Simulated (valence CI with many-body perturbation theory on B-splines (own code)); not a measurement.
Results of a calculation; reference values are marked as such.
## From CI to CI+MBPT in Gd⁴⁸⁺

Method: configuration interaction combined with many-body perturbation theory (CI+MBPT): six valence electrons over a frozen Dirac-Fock core [Ne], radial functions for each j: 9 s, 9 p, 8 d, 6 f, 3 g, 1 h, with the one-electron correlation potential Σ1, the two-electron term Σ2, the three-electron term Σ3, Breit, model QED; selected CI, second order for the rest, scaled by the run's own slope (own B-spline code, finite nucleus).

The last digits are not significant, and no measured levels were compared; by estimate large intervals hold to a few tenths of a per cent, small ones and those within an open d or f shell to about a per cent. Among the levels kept, up to 1100 cm⁻¹ of a level comes from second order outside the variational space, and about a tenth of that is noise between levels of different J, which matters for small intervals.

Each rung adds one term. CI alone is the Dirac-Coulomb CI over the frozen core; QED comes last and gives the full result, which names the levels. Energies are above (3s^2 3p1/2^2 3p3/2^2) J=2 on the same rung, in eV.

Levels are named by their leading jj configuration (3d3/2^4 stands for four electrons in 3d with j = 3/2), which in mixed levels can hold well under half, so a name can repeat and another be missing. Letters in brackets count levels of one name in rising energy.

| Level | CI alone |
| --- | --- |
| (3s^2 3p1/2^2 3p3/2^2) J=0 | 16.03 |
| (3s^2 3p1/2 3p3/2^3) J=1 | 173.64 |
| (3s^2 3p1/2 3p3/2^3) J=2 | 182.26 |
| (3s^2 3p1/2^2 3p3/2 3d3/2) J=2 | 195.99 |
| (3s^2 3p1/2^2 3p3/2 3d3/2) J=1 | 202.23 |
| (3s^2 3p1/2^2 3p3/2 3d3/2) J=0 | 202.54 |
| (3s^2 3p1/2^2 3p3/2 3d3/2) J=3 | 203.51 |
| (3s^2 3p1/2^2 3p3/2 3d5/2) J=4 | 241.40 |
| (3s^2 3p1/2^2 3p3/2 3d5/2) J=2 | 244.20 |
| (3s^2 3p1/2^2 3p3/2 3d5/2) J=3 | 262.53 |
| (3s^2 3p1/2^2 3p3/2 3d5/2) J=1 | 270.64 |
| (3s 3p1/2^2 3p3/2^3) J=2 | 322.96 |
| (3s 3p1/2^2 3p3/2^3) J=1 | 340.44 |
| (3s^2 3p3/2^4) J=0 | 361.92 |
| (3s^2 3p1/2 3p3/2^2 3d3/2) J=2 [a] | 362.33 |
| (3s^2 3p1/2 3p3/2^2 3d3/2) J=0 | 363.02 |

Problem. What do these energies become with core correlation, Breit and QED?

Solution. (3s^2 3p1/2^2 3p3/2^2) J=0 16.22 (+0.191); (3s^2 3p1/2 3p3/2^3) J=1 172.11 (-1.533); (3s^2 3p1/2 3p3/2^3) J=2 180.38 (-1.883); (3s^2 3p1/2^2 3p3/2 3d3/2) J=2 194.26 (-1.738); (3s^2 3p1/2^2 3p3/2 3d3/2) J=1 200.52 (-1.709); (3s^2 3p1/2^2 3p3/2 3d3/2) J=0 201.20 (-1.343); (3s^2 3p1/2^2 3p3/2 3d3/2) J=3 201.42 (-2.089); (3s^2 3p1/2^2 3p3/2 3d5/2) J=4 238.32 (-3.082); (3s^2 3p1/2^2 3p3/2 3d5/2) J=2 241.32 (-2.881); (3s^2 3p1/2^2 3p3/2 3d5/2) J=3 259.17 (-3.357); (3s^2 3p1/2^2 3p3/2 3d5/2) J=1 267.74 (-2.905); (3s 3p1/2^2 3p3/2^3) J=2 320.26 (-2.693); (3s 3p1/2^2 3p3/2^3) J=1 337.72 (-2.719); (3s^2 3p3/2^4) J=0 358.65 (-3.272); (3s^2 3p1/2 3p3/2^2 3d3/2) J=2 [a] 358.84 (-3.491); (3s^2 3p1/2 3p3/2^2 3d3/2) J=0 359.68 (-3.343).

Problem. How does the ionisation energy move along the ladder, and which term matters most?

Solution. CI alone 4196.3, + Σ1 4197.2, + Σ2 4197.4, + Σ3 4196.7, + Breit 4193.6, + QED 4193.3 eV. The largest step is Breit, -3.2 eV. NIST lists 4191 ± 4 eV (theoretical).
